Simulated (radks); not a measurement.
Task: Rh II, configuration [Kr] 4d7.5 5s0.5 (fractional occupations, a model configuration). Method: Dirac Kohn-Sham, PBE, spin-unpolarised, spherical densities, point nucleus; open shells fill j = l - 1/2 first; computed with a radial shooting solver on a logarithmic mesh with Libxc functionals. Some entries of the table are withheld. Estimate them.

| orbital | occ. | eigenvalue (eV) | <1/r> (bohr^-1) |
|---|---|---|---|
| 1s1/2 | 2 | -23035.96 | 47.06 |
| 2s1/2 | 2 | -3347.051 | 10.79 |
| 2p1/2 | 2 | (1) | 10.77 |
| 2p3/2 | 4 | (2) | 10.17 |
| 3s1/2 | 2 | -606.0294 | 3.743 |
| 3p1/2 | 2 | -509.1821 | 3.646 |
| 3p3/2 | 4 | -484.3033 | 3.503 |
| 3d3/2 | 4 | -312.8960 | (3) |
| 3d5/2 | 6 | -307.9898 | (4) |
| 4s1/2 | 2 | -92.0343 | 1.408 |
| 4p1/2 | 2 | -62.6262 | 1.286 |
| 4p3/2 | 4 | -58.7173 | 1.241 |
| 4d3/2 | 4 | -15.3098 | 0.9014 |
| 4d5/2 | 3.5 | -14.8932 | 0.8891 |
| 5s1/2 | 0.5 | -11.4361 | 0.4383 |

Result: 
(1) 2p1/2 eigenvalue (eV): -3099.560
(2) 2p3/2 eigenvalue (eV): -2954.942
(3) 3d3/2 <1/r> (bohr^-1): 3.330
(4) 3d5/2 <1/r> (bohr^-1): 3.293
